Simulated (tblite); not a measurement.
Input of a run (GFN2-xTB geometry optimisation, gas phase (tblite 0.8.0)), started from a force field or distance geometry:
```
{"job": {"kind": "relax", "xc": "GFN2-xTB", "basis": "xTB"}, "charge": 0, "multiplicity": 2}
N     -3.120800    -0.792000    -0.847500
C     -2.120100    -1.164400    -0.412900
C     -0.830600    -1.671400     0.164500
C      0.133000    -0.528400     0.067300
C      1.298400    -0.502500    -0.576400
C      1.766000     0.923100    -0.699300
C      0.453900     1.664600    -0.467200
C      1.319200     1.523500     0.658000
C     -0.006500     0.765800     0.712200
H     -0.552100    -2.536200    -0.422100
H     -1.064500    -1.952100     1.205800
H      1.837900    -1.355600    -0.983600
H     -0.067600     2.369000    -0.981600
H      1.820900     2.125600     1.312700
H     -0.871400     1.139000     1.248300
```

Output (eV, eV/Å):
```
step      E/eV     max force
  0    -621.29499    3.884
  1    -621.68084    2.213
  2    -621.85918    4.866
  3    -621.94294    4.051
  4    -622.08526    0.576
  5    -622.12029    0.477
  6    -622.14962    0.435
  7    -622.16181    0.399
  8    -622.18522    0.418
  9    -622.20302    0.368
 10    -622.21621    0.361
 11    -622.22451    0.339
 12    -622.23231    0.248
 13    -622.23942    0.294
 14    -622.24597    0.234
 15    -622.25244    0.292
 16    -622.25877    0.270
 17    -622.26461    0.177
 18    -622.26928    0.148
 19    -622.27288    0.131
 20    -622.27599    0.140
 21    -622.27890    0.145
 22    -622.28164    0.151
 23    -622.28371    0.127
 24    -622.28505    0.147
 25    -622.28626    0.144
 26    -622.28789    0.115
 27    -622.28980    0.146
 28    -622.29146    0.119
 29    -622.29268    0.108
 30    -622.29357    0.096
 31    -622.29440    0.094
 32    -622.29534    0.111
 33    -622.29623    0.094
 34    -622.29711    0.069
 35    -622.29799    0.073
 36    -622.29875    0.060
 37    -622.29927    0.049
 38    -622.29962    0.049
 39    -622.29995    0.049
 40    -622.30033    0.047
 41    -622.30070    0.054
 42    -622.30102    0.045
 43    -622.30131    0.048
 44    -622.30161    0.046
 45    -622.30189    0.047
 46    -622.30212    0.045
 47    -622.30229    0.029
 48    -622.30244    0.030
 49    -622.30257    0.034
 50    -622.30270    0.032
 51    -622.30280    0.026
 52    -622.30289    0.025
 53    -622.30296    0.022
 54    -622.30302    0.018
 55    -622.30306    0.020
 56    -622.30308    0.011
 57    -622.30309    0.009
```

Summarise the run.

The energy falls by 23.2 kcal/mol over 57 L-BFGS steps, the largest force on an atom goes from 3.88 to 0.009 eV/Å, and the atoms move by 0.221 Å rms after alignment. The bond that changes most is C2–C3 (ends: carbon bonded to C and N; carbon bonded to 2 C and 2 H), which shortens by 0.057 Å. Bonds longer at the end by more than 0.005 Å: 5 of 17; shorter: 9. Among the angles that change most is C5–C6–C7, from 100.4° to 111.5°. Among the dihedrals that turn most is C5–C4–C9–C8, from -12° to -31°. The energy never rose by more than 1e-5 eV on the way. The first step brought 38 % of the lowering.

What are the final bond lengths?

N1≡C2 1.143 Å, C2–C3 1.444 Å, C3–C4 1.495 Å, C4=C5 1.336 Å, C5–C6 1.483 Å, C6–C7 1.498 Å, C7–C8 1.468 Å, C8–C9 1.518 Å, C4–C9 1.501 Å, C6–C8 1.499 Å, C7–C9 1.518 Å, C3–H10 1.093 Å, C3–H11 1.096 Å, C5–H12 1.070 Å, C7–H13 1.068 Å, C8–H14 1.068 Å, C9–H15 1.081 Å. Numbering counts from 1 in the input's order; the species is `N#CCC1=C[C]2[C@@H]3[C@H]2[C@H]13` [radical].

Time: 0.35 s of wall time. Hardware: one thread, Arm Neoverse V1 (aarch64) (shared host).

Its GFN2-xTB frequencies are all real (lowest 35 cm⁻¹). 3 starts were optimised and ended at 0.00, 0.02 and 0.02 kcal/mol (GFN2-xTB); the lowest of these is shown.

One conformer stands for the species.

All values are computed, not measured.
